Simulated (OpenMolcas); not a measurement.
## Ru4+ in a ligand field

Ru4+ with 6 ligands (fluoride) in octahedral coordination (Oh) at 1.93 Å. A charge of +0.333 e stands 3.2 Å behind each ligand. Ligand basis ANO-RCC-VDZP.
```
Ru    0.0000    0.0000    0.0000
F     1.9300    0.0000    0.0000
F     0.0000    1.9300    0.0000
F    -1.9300    0.0000    0.0000
F     0.0000   -1.9300    0.0000
F     0.0000    0.0000    1.9300
F     0.0000    0.0000   -1.9300
```

```json
{
 "Program": "OpenMolcas 26.06",
 "Method": "CASSCF",
 "Basis": "ANO-RCC-VDZP [6s5p3d1f]",
 "Scalar Hamiltonian": "DKH2, point nucleus",
 "Active space": "4 electrons in 5 orbitals (4d)",
 "State averaging": "2S+1 = 5 even, 5 roots; 2S+1 = 3 even, 45 roots; 2S+1 = 1 even, 50 roots",
 "Spin-orbit coupling": "state interaction with AMFI integrals over the reference wave functions"
}
```

The lowest spin-free states (labels of O, the rotations of Oh), above the lowest:

| State | Degeneracy | E (cm-1) |
| --- | --- | --- |
| 3T1 | 3 | 0.0 |
| 5E | 2 | 9086 |
| 1T2 | 3 | 9390 |
| 1E | 2 | 10667 |
| 1A1 | 1 | 20449 |
| 3E | 2 | 24933 |
| 2S+1 = 3 | 3 | 26483 |
| 2S+1 = 3 | 3 | 27266 |
| 2S+1 = 3 | 1 | 28630 |
| 2S+1 = 3 | 1 | 29720 |
| 3E | 2 | 31314 |
| 1T2 | 3 | 33730 |
| 1A2 | 1 | 33886 |
| 1T1 | 3 | 35830 |
| 1E | 2 | 37607 |
| 5T2 | 3 | 38163 |
| 2S+1 = 3 | 3 | 41521 |
| 2S+1 = 3 | 3 | 42203 |
| 1A1 | 1 | 45953 |
| 1T1 | 3 | 50187 |

The lowest levels with spin-orbit coupling:

| E (cm-1) | Degeneracy | 2S+1 |
| --- | --- | --- |
| 0.0 | 1 | 3 |
| 791.1 | 3 | 3 |
| 1883 | 2 | 3 |
| 1904 | 3 | 3 |
| 10630 | 1 | 5 |
| 10661 | 3 | 5 |
| 10719 | 2 | 5 |
| 10764 | 3 | 5 |
| 10801 | 1 | 5 |
| 10902 | 3 | 1 |
| 12152 | 2 | 1 |
| 21957 | 1 | 1 |
| 26343 | 3 | 3 |
| 26488 | 3 | 3 |
| 27186 | 1 | 3 |
| 27446 | 3 | 3 |
| 28287 | 2 | 3 |
| 28397 | 3 | 3 |
| 28485 | 3 | 3 |
| 28604 | 2 | 3 |

Powder χT (cm3 K/mol): 0.00723 at 2 K, 0.0361 at 10 K, 0.181 at 50 K, 0.361 at 100 K, 0.716 at 200 K, 1.02 at 300 K. The effective moment at 300 K is 2.828 √(χT) = 2.85 μB.

The lowest level has 2S+1 = 3, for which the spin-only value is χT = S(S+1) / 2 = 1.000 cm3 K/mol (g = 2). The computed 1.019 at 300 K differs by +0.019, through orbital momentum, spin-orbit coupling and any other state in reach. With a threefold ground state the orbital momentum is unquenched, so the spin-only value is not expected to hold.

Metal share of the active 4d orbitals (Löwdin): 75, 75, 88, 88, 88 %; Mulliken charge of the metal 2.15.

A least-squares ligand-field fit to the states below 45000 cm-1, each weighted by its degeneracy and with a free common offset, gives 10Dq = 28177 cm-1, B = 792 cm-1 and C = 3005 cm-1 (C/B = 3.80), with an rms deviation of 398 cm-1.

The same method and metal basis give the free ion B = 950 cm-1 (fit to its terms below 60000 cm-1, rms deviation 35 cm-1), so the nephelauxetic ratio is β = 792 / 950 = 0.83; it hangs on how both fits weigh the states, and computed free-ion B values tend to be too large, so β mixes covalency with correlation.

An orbital triplet at a regular site is open to Jahn-Teller coupling, which can distort the site and quench the lowest spin-orbit gaps and is left out. Without dynamic correlation the repulsion within the d shell is too large (B by tens of per cent), so at a given field states of lower spin stand too high. This shell can be high or low spin here, a state of another spin lies low, and with metal d orbitals alone active their balance is uncertain, so the ground spin may be wrong, although the usual error favours high spin. The least metal-like active orbital is 75 % on the metal (Löwdin) and no ligand orbital is active, so the numbers are rough. With metal d orbitals alone the field can be off either way by tens of per cent. Ligand-to-metal charge-transfer states are missing. With no ligand orbital active B as a rule stays too high, so bands that hang on it stand too high and its fall with covalency is understated. No measured value stands beside these numbers; the geometry is a model, was not optimised and need not be the one that this ion takes.

A state without a sure symmetry label is named by its multiplicity alone.
